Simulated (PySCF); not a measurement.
FIn, singlet, geometry from GFN2-xTB (such geometries of metal compounds can be far from the true shape) (core potentials on In). Base run: PBE/def2-TZVP (PySCF).

Here is a job for PySCF.
```python
from pyscf import gto, scf, dft

mol = gto.M(
    atom='''
In   -0.00000000   -0.00000000   -0.31421463
F     0.00000000    0.00000000    1.71072408
''',
    basis='def2-tzvp',
    ecp={'In': 'def2-tzvp'},
    verbose=4,
)

mf = dft.RKS(mol)
mf.xc = 'pbe'
mf.kernel()
```

Variants of this job, named by their change:

```
change                                                                                                                   basis functions       E (Eh)  HOMO (eV)  HOMO-LUMO gap (eV)  dipole (D)
-----------------------------------------------------------------------------------------------------------------------  ---------------  -----------  ---------  ------------------  ----------
base                                                                                                                                  81   -289.99913      -6.48                4.24        3.22
basis = x2c-TZVPall; relativity = none (without ecp={'In': 'def2-tzvp'})                                                              91  -5736.16640      -6.18                3.78        2.82
basis = x2c-TZVPall; relativity = spin-free X2C (without ecp={'In': 'def2-tzvp'})                                                     91  -5980.58621      -6.45                4.21        3.18
basis = ANO-RCC-VDZP; relativity = spin-free X2C (without ecp={'In': 'def2-tzvp'})                                                    57  -5980.44736      -6.38                4.16        3.43
basis = ANO-RCC-VDZP; relativity = spin-free X2C; nucleus = Gaussian (with nucmod='G'; without ecp={'In': 'def2-tzvp'})               57  -5980.30111      -6.38                4.16        3.43
basis = x2c-SVPall; relativity = spin-free X2C; nucleus = Gaussian (with nucmod='G'; without ecp={'In': 'def2-tzvp'})                 50  -5979.69218      -6.28                4.16        2.64
basis = x2c-SVPall; relativity = spin-free X2C (without ecp={'In': 'def2-tzvp'})                                                      50  -5979.80245      -6.28                4.16        2.65
basis = ANO-RCC-VDZP; relativity = none (without ecp={'In': 'def2-tzvp'})                                                             57  -5690.09550      -6.09                3.14        2.39
basis = x2c-TZVPall; relativity = spin-free X2C; nucleus = Gaussian (with nucmod='G'; without ecp={'In': 'def2-tzvp'})                91  -5980.46216      -6.45                4.21        3.18
basis = x2c-SVPall; relativity = none (without ecp={'In': 'def2-tzvp'})                                                               50  -5723.74531      -5.79                2.97        1.48
```

Totals shift with the method and basis; they matter in differences.

Basis sets contracted for a relativistic Hamiltonian are a mismatch without it, so the rows without relativity aren't non-relativistic limits. No row has spin-orbit coupling; sets with core potentials leave out the core electrons.
